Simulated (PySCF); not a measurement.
CaF, charge +1.

```xyz
2

Ca     0.0000     0.0000    -0.5833
F      0.0000     0.0000     1.2962
```
Charge +1, spin multiplicity 1.

Coordinates come from a PBE-D3(BJ)/def2-TZVPD optimisation. The spin state was assumed, not searched.

All values below come from PySCF with HF/pcSseg-2. Non-relativistic, no solvent.

Computed absolute GIAO shielding of each atom: isotropic value and principal components (ppm):
| atom | σ(iso) | σ11 | σ22 | σ33 | span |
|---|---|---|---|---|---|
| Ca1 | 1327.3 | 1281.3 | 1281.3 | 1419.3 | 138.0 |
| F2 | 112.7 | -74.1 | -74.1 | 486.4 | 560.5 |
